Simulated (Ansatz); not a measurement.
CH4N, doublet, at a GFN2-xTB geometry; MP2/def2-SVP run with Ansatz (a program for electronic structure).

Here is a job for Ansatz.
Ansatz 0.2 input:
```yaml
crystal:
  periodic: [false, false, false]
  atoms:
    - {symbol: C, position_ang: [0.11969841, 0.72071728, -0.00763830]}
    - {symbol: N, position_ang: [-0.08484190, -0.65766184, 0.00683957]}
    - {symbol: H, position_ang: [-0.51938453, -1.00090422, 0.85240262]}
    - {symbol: H, position_ang: [-0.52837018, -1.01721263, -0.82720202]}
    - {symbol: H, position_ang: [0.46666690, 1.15768540, 0.90941225]}
    - {symbol: H, position_ang: [0.45679066, 1.13976065, -0.93666007]}
basis:
  gaussian:
    orbitals: def2-SVP
magnetization: {spin_polarized: true, initial_magnetization: 1}
correlation: {method: mp2}
```

It wrote (shortened):

```
Functional definition: HF
500 factors; integrals over basis functions are off by at most 1.2e-3 eV
mean field evaluation 1: about -2570.5958 eV, gradient 1.6e1 eV
mean field evaluation 2: about -2570.5972 eV, gradient 1.6e1 eV
mean field evaluation 4: about -2572.0440 eV, gradient 2.2e0 eV
mean field evaluation 8: about -2572.1015 eV, gradient 6.0e-2 eV
mean field -2572.10144835 eV, -94.5229847939 hartree, gradient 1.1e-6 eV, S^2 0.759976; 0 other end points of the search recorded, 0 dependent functions left out
2 core orbitals not correlated
reference -2572.10144835 eV, -94.5229847939 hartree; 7, 6 occupied and 39, 40 virtual orbitals, 500 factors
second order -8.03315887 eV of doubles, -0.00000000 eV of singles
Total energy: -2580.13460723 eV, -94.8181979375 hartree
```
